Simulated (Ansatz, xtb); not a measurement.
Two isomers of C6H4F3N

We compare I, `FC(F)(F)c1ccccn1`, a singlet, with II, `FC(F)(F)c1cccnc1`, a singlet. Both are isolated molecules in the gas phase, relaxed with PBE0-D3(BJ)/def2-SVP.

I (Å):

| atom | x (Å) | y (Å) | z (Å) |
| --- | --- | --- | --- |
| C | 0.3160 | 0.9895 | -0.0063 |
| C | -0.4120 | 0.8362 | 1.3127 |
| C | -1.7872 | 0.6180 | 1.3561 |
| C | -2.3833 | 0.4871 | 2.6089 |
| C | -1.5850 | 0.5797 | 3.7439 |
| C | -0.2159 | 0.8007 | 3.5782 |
| F | -0.5285 | 0.8871 | -1.0398 |
| F | 1.2487 | 0.0514 | -0.1540 |
| F | 0.9149 | 2.1752 | -0.0916 |
| N | 0.3598 | 0.9264 | 2.3894 |
| H | -2.3677 | 0.5535 | 0.4355 |
| H | -3.4588 | 0.3149 | 2.6940 |
| H | -2.0100 | 0.4832 | 4.7451 |
| H | 0.4423 | 0.8790 | 4.4506 |

II (Å):

```tsv
atom	x (Å)	y (Å)	z (Å)
C	0.0743	1.6838	-0.2812
C	-0.2775	0.6313	0.7313
C	-0.8718	-0.5651	0.3336
C	-1.1357	-1.5245	1.3038
C	-0.7930	-1.2427	2.6269
C	0.0191	0.8152	2.0838
F	0.0875	2.9037	0.2593
F	1.2856	1.4700	-0.8063
F	-0.7959	1.6954	-1.2954
N	-0.2315	-0.1004	3.0125
H	-1.1273	-0.7333	-0.7149
H	-1.6022	-2.4764	1.0433
H	-0.9872	-1.9801	3.4141
H	0.4737	1.7527	2.4214
```

Quicker runs give these differences E(II) − E(I): GFN2-xTB −1.17 kcal/mol; HF/STO-3G +0.12 kcal/mol (at GFN2-xTB geometries); r2SCAN-D4/def2-SVP −0.18 kcal/mol (at GFN2-xTB geometries).

**Question.** Estimate which is lower in electronic energy at CCSD(T)/def2-SVP + ΔMP2/def2-TZVPP, and by roughly how much.

**Answer.** CCSD(T)/def2-SVP + ΔMP2/def2-TZVPP gives E(II) − E(I) = +0.23 kcal/mol, slightly favouring structure I, which is too small a margin to settle the true order.

How the difference moves with the method:

```csv
level,geometry,E(II) − E(I) (kcal/mol),departure from the last row (kcal/mol),"job, with rough time for the two"
GFN2-xTB,GFN2-xTB,−1.17,−1.40,"optimisation, 0.37 s"
HF/STO-3G,GFN2-xTB,+0.12,−0.11,"single point, 3.1 s"
r2SCAN-D4/def2-SVP,GFN2-xTB,−0.18,−0.41,"single point, 16 s"
PBE0-D3(BJ)/def2-SVP,PBE0-D3(BJ)/def2-SVP,+0.52,+0.28,"optimisation, 8.4 min"
HF/def2-SVP,PBE0-D3(BJ)/def2-SVP,+0.46,+0.23,part of the CCSD(T) run
MP2/def2-SVP,PBE0-D3(BJ)/def2-SVP,+1.05,+0.82,part of the CCSD(T) run
CCSD(T)/def2-SVP,PBE0-D3(BJ)/def2-SVP,+0.51,+0.28,single point
CCSD(T)/def2-SVP + ΔMP2/def2-TZVPP,PBE0-D3(BJ)/def2-SVP,+0.23,,"single point, 10 min"
```

As drawn, both hold the same kinds of bond in the same numbers.

The largest departure from CCSD(T)/def2-SVP + ΔMP2/def2-TZVPP is that of GFN2-xTB, 1.40 kcal/mol. A small imaginary or near-zero mode remains, so no thermal terms are given. The last row adds to CCSD(T) the change of the MP2 difference between the two basis sets, here −0.28 kcal/mol.

The correlated steps freeze 10 core orbitals. Codes used: Ansatz 0.2.0, xtb 6.7.1; the last row on 2 threads of Intel(R) Xeon(R) Processor @ 2.50GHz (Skylake/Cascade Lake) on a shared host.
